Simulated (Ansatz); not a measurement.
Reactions of C2H8OSi, SMILES `CO[SiH2]C`.

Calculated with Ansatz (gas phase, PBE0-D4/def2-TZVP geometries, no zero-point term in ΔE). CCSD(T)/CBS adds triple-zeta CCSD(T) − MP2 to the extrapolated MP2 energy (def2 sets, frozen cores). This one scheme is used for every species. Functionals use def2-TZVPP. Open shells (•) are unrestricted, without spin–orbit coupling. One conformer a species, not always the lowest.

| reaction | CCSD(T)/CBS(def2) (kcal/mol) |
| --- | --- |
| `CO[SiH2]C` → `[CH3]`• + `CO[SiH2]`• | ? |
| `CO[SiH2]C` + `S=CS` → `C[SiH2]C(=S)S` + CH₃OH | 19.6 |
| `CO[SiH2]C` + CH₃NH₂ → `CN[SiH2]OC` + CH₄ | -17.1 |
| `CO[SiH2]C` + CH₃SH → `CO[SiH2]SC` + CH₄ | -17.9 |
| `CO[SiH2]C` + `F[SiH2]O[SiH2][SiH3]` → `C[SiH2]O[SiH2]F` + `CO[SiH2][SiH3]` | -1.3 |
| `CO[SiH2]C` → `CC[SiH2]O` | -10.6 |
| `CO[SiH2]C` → `[CH2]` (triplet) + `C[SiH2]O` | ? |
| `CO[SiH2]C` + `N=COCN` → `CO[SiH](C)N` + `COC=N` | -34.3 |
| `CO[SiH2]C` → `CO[SiH3]` + `[CH2]` (triplet) | ? |
| `CO[SiH2]C` + `N=CB(O)Cl` → `CO[SiH](C)Cl` + `N=CBO` | -8.2 |

(1) Fill in the missing values. (Best estimate.)

Largest T1 diagnostic: 0.018, for `S=CS`.

Answers

(1) Computed: `CO[SiH2]C` → `[CH3]`• + `CO[SiH2]`•: +96.2 kcal/mol; `CO[SiH2]C` → `[CH2]` (triplet) + `C[SiH2]O`: +90.7 kcal/mol; `CO[SiH2]C` → `CO[SiH3]` + `[CH2]` (triplet): +115.4 kcal/mol.
